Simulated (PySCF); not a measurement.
A calculated (PBE0, PySCF 2.14, aug-cc-pVDZ-DK, the spin-free X2C one-electron Hamiltonian (Gaussian nucleus)) atom or ion has these occupied shells.

```json
{"shell": "1s α", "electrons": "1", "orbital energy (eV)": "-11766.3", "rms radius, mean of both spins (bohr)": "0.0524"}
{"shell": "1s β", "electrons": "1", "orbital energy (eV)": "-11766.1", "rms radius, mean of both spins (bohr)": "0.0524"}
{"shell": "2s α", "electrons": "1", "orbital energy (eV)": "-1508.1", "rms radius, mean of both spins (bohr)": "0.219"}
{"shell": "2s β", "electrons": "1", "orbital energy (eV)": "-1508.0", "rms radius, mean of both spins (bohr)": "0.219"}
{"shell": "2p α", "electrons": "3", "orbital energy (eV)": "-1321.6", "rms radius, mean of both spins (bohr)": "0.196"}
{"shell": "2p β", "electrons": "3", "orbital energy (eV)": "-1321.4", "rms radius, mean of both spins (bohr)": "0.196"}
{"shell": "3s α", "electrons": "1", "orbital energy (eV)": "-199.24", "rms radius, mean of both spins (bohr)": "0.641"}
{"shell": "3s β", "electrons": "1", "orbital energy (eV)": "-199.02", "rms radius, mean of both spins (bohr)": "0.641"}
{"shell": "3p α", "electrons": "3", "orbital energy (eV)": "-140.91", "rms radius, mean of both spins (bohr)": "0.668"}
{"shell": "3p β", "electrons": "3", "orbital energy (eV)": "-140.64", "rms radius, mean of both spins (bohr)": "0.668"}
{"shell": "3d α", "electrons": "5", "orbital energy (eV)": "-44.742", "rms radius, mean of both spins (bohr)": "0.759"}
{"shell": "3d β", "electrons": "5", "orbital energy (eV)": "-44.464", "rms radius, mean of both spins (bohr)": "0.759"}
{"shell": "4s α", "electrons": "1", "orbital energy (eV)": "-17.285", "rms radius, mean of both spins (bohr)": "2.10"}
{"shell": "4s β", "electrons": "1", "orbital energy (eV)": "-13.915", "rms radius, mean of both spins (bohr)": "2.10"}
{"shell": "4p α", "electrons": "3", "orbital energy (eV)": "-7.105", "rms radius, mean of both spins (bohr)": "2.71"}
```

**Question.** Name the element and its charge.

**Answer.** As (arsenic, neutral), in [Ar] 3d10 4s2 4p3, high-spin 4S determinant.
